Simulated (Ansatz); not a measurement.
Species: sum formula GaBrCl2, charge 0, multiplicity 1. SMILES: [Cl][Ga]([Cl])[Br]
Geometry: optimised at B3LYP-D3(BJ)/def2-TZVP (Ansatz, a first-principles code).

Wanted: vertical ionisation energy (to the doublet state of charge +1; each state is the SCF solution reached for its spin), in eV. Valence correlation only, unless marked. UHF or UKS for open shells. No spin-orbit coupling. Frozen are the shells of the preceding noble gas and the d and f shells that filled before the atom's block. No relativistic terms. Basis-set limits of correlation are two-point, X^-3; Hartree-Fock from the larger set. [CCSD(T)-MP2]/basis is that difference in the basis named.

```json
[
 {"level": "HF/def2-SVPD", "program": "Ansatz", "vertical ionisation energy (eV)": "10.64", "minus last row": "-0.92"},
 {"level": "HF/def2-TZVPPD", "program": "Ansatz", "vertical ionisation energy (eV)": "10.50", "minus last row": "-1.06"},
 {"level": "SVWN5/def2-TZVPD", "program": "Ansatz", "vertical ionisation energy (eV)": "10.76", "minus last row": "-0.80"},
 {"level": "PBE/def2-TZVPD", "program": "Ansatz", "vertical ionisation energy (eV)": "10.57", "minus last row": "-0.99"},
 {"level": "r2SCAN/def2-TZVPD", "program": "Ansatz", "vertical ionisation energy (eV)": "10.85", "minus last row": "-0.71"},
 {"level": "B3LYP/def2-TZVPD", "program": "Ansatz", "vertical ionisation energy (eV)": "11.00", "minus last row": "-0.56"},
 {"level": "wB97M-V/def2-TZVPD", "program": "Ansatz", "vertical ionisation energy (eV)": "11.36", "minus last row": "-0.20"},
 {"level": "wB97X-V/def2-TZVPD", "program": "Ansatz", "vertical ionisation energy (eV)": "11.44", "minus last row": "-0.12"},
 {"level": "MP2/def2-SVPD", "program": "Ansatz", "vertical ionisation energy (eV)": "11.42", "minus last row": "-0.14"},
 {"level": "MP2/CBS(def2-TZVPPD,def2-QZVPPD)", "program": "Ansatz", "vertical ionisation energy (eV)": "11.64", "minus last row": "0.08"},
 {"level": "SCS-MP2/def2-SVPD", "program": "Ansatz", "vertical ionisation energy (eV)": "11.34", "minus last row": "-0.22"},
 {"level": "SCS-MP2/def2-TZVPPD", "program": "Ansatz", "vertical ionisation energy (eV)": "11.37", "minus last row": "-0.19"},
 {"level": "CCSD/def2-SVPD", "program": "Ansatz", "vertical ionisation energy (eV)": "11.27", "minus last row": "-0.29"},
 {"level": "CCSD/def2-TZVPPD", "program": "Ansatz", "vertical ionisation energy (eV)": "11.30", "minus last row": "-0.26"},
 {"level": "CCSD/def2-QZVPPD", "program": "Ansatz", "vertical ionisation energy (eV)": "11.41", "minus last row": "-0.15"},
 {"level": "CCSD/CBS(def2-TZVPPD,def2-QZVPPD)", "program": "Ansatz", "vertical ionisation energy (eV)": "11.51", "minus last row": "-0.05"},
 {"level": "CCSD(T)/def2-SVPD", "program": "Ansatz", "vertical ionisation energy (eV)": "11.27", "minus last row": "-0.29"},
 {"level": "CCSD(T)/def2-TZVPPD", "program": "Ansatz", "vertical ionisation energy (eV)": "11.33", "minus last row": "-0.23"},
 {"level": "RI-MP2/CBS(def2-TZVPPD,def2-QZVPPD)+[CCSD(T)-MP2]/def2-SVPD", "program": "Ansatz", "vertical ionisation energy (eV)": "11.48", "minus last row": "-0.08"},
 {"level": "RI-MP2/CBS(def2-TZVPPD,def2-QZVPPD)+[CCSD(T)-MP2]/def2-TZVPPD", "program": "Ansatz", "vertical ionisation energy (eV)": "11.51", "minus last row": "-0.05"},
 {"level": "CCSD(T)/CBS(def2-TZVPPD,def2-QZVPPD)", "program": "Ansatz", "vertical ionisation energy (eV)": "11.56", "minus last row": "0.00"}
]
```
